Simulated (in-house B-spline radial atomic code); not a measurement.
W VI (W5+): [Xe] 4f14 5d1

Level of theory: Dirac-Kohn-Sham wB97X, spherical fractional occupations, Fermi nucleus of rms radius 5.3658 fm; calculated with a radial B-spline atomic code at the basis-set limit.

Effective charges: Z_r = [3n² - l(l+1)]/(2<r>) from the radius, Z_e = n√(-2ε) from the energy, and Slater's rules. Values are occupation-weighted means over j. An effective charge above Z reflects the relativistic contraction of the inner shells.

```tsv
shell	electrons	ε (eV)	<r> (bohr)	Z_r	Z_e	Slater
1s	2	-69532	0.01835	81.75	71.49	73.70
2s	2	-12070	0.07694	77.98	59.57	69.85
2p	6	-10640	0.06897	72.50	55.93	69.85
3s	2	-2838	0.2005	67.34	43.33	62.75
3p	6	-2407.3	0.2003	62.39	39.91	62.75
3d	10	-1876	0.1824	57.57	35.23	52.85
4s	2	-640.67	0.4495	53.39	27.45	46.25
4p	6	-497.55	0.4768	48.24	24.19	46.25
4d	10	-306.65	0.5117	41.04	18.99	34.85
5s	2	-143.37	1.057	35.47	16.23	16.35
5p	6	-105.85	1.205	30.29	13.95	16.35
4f	14	-98.749	0.6009	29.96	10.78	23.45
5d	1	-52.918	1.596	21.62	9.86	6.00
```

The least bound orbital is 5d5/2 at -52.46 eV, and it is also the most diffuse (<r> = 1.609 bohr).

Spin-orbit splittings of the orbital energies (j = l + 1/2 above j = l - 1/2 when positive): 2p 1353 eV, 3p 293.3 eV, 3d 63.71 eV, 4p 68.09 eV, 4d 12.59 eV, 5p 10.63 eV, 4f 2.283 eV, 5d 1.142 eV.

For the 1s electron the small component carries 7.79 % of the norm, the zero-frequency Breit interaction raises the level by 243.4 eV, self-energy by 152.2 eV, and vacuum polarisation lowers it by 28.79 eV.

The density falls to 0.001 bohr⁻³ at 2.888 bohr; Σ<r²> = 27.356 bohr² gives, by the non-relativistic formula and without the paramagnetism of open shells, a Langevin diamagnetic susceptibility of -21.67×10⁻⁶ cm³/mol.

Caution: exact exchange at fractional occupations of open shells leaves self-interaction of up to several eV.
